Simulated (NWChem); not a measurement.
System: C$_{2}$HF$_{2}$, doublet; SMILES [CH]=C(F)F

Program: NWChem. Spin-unrestricted. In the optimisation the excess spin sits in a' (Cs, its own frame). No stability test was run on the SCF state. Each level has its own optimisation; frequencies are unscaled.

For level BLYP/def2-SVP:

```yaml
highest harmonic frequency (cm⁻¹): 3261
lowest (cm⁻¹): 400
dipole (D): 1.06
```

### Question
Estimate the same quantities for level B3LYP/3-21G.

### Answer
| Property | Result |
|---|---|
| highest harmonic frequency (cm⁻¹) | 3381 |
| lowest (cm⁻¹) | 413 |
| dipole (D) | 1.40 |
